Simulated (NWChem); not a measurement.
Dipole moment of isocyanic acid (CHNO)

SMILES: O=C=N
```xyz
4

N      1.1600    -0.0732     0.0000
C     -0.0468     0.0195     0.0000
O     -1.2104    -0.0341     0.0000
H      1.8440     0.6681     0.0000
```
Charge 0, spin multiplicity 1.

Everything below was run with NWChem. Structure: optimised with PBE0/def2-SVP, a minimum by its harmonic frequencies.

Basis set: 6-31G*. The CCSD dipole comes from the Λ equations, without orbital relaxation.

The correlated methods keep 3 core orbitals frozen. B3LYP has NWChem's definition, with VWN1-RPA local correlation. The Pople sets run with spherical d functions. No row is a measurement; the coupled-cluster row has its own basis-set and correlation limits.

```tsv
method	dipole moment (D)
PBE	2.17
HF	[?]
B3LYP	[?]
BHandHLYP	2.38
CCSD	[?]
```

Problem. Fill in the missing entries.

Solution. 
- HF, dipole moment (D): 2.52
- B3LYP, dipole moment (D): 2.26
- CCSD, dipole moment (D): 2.34
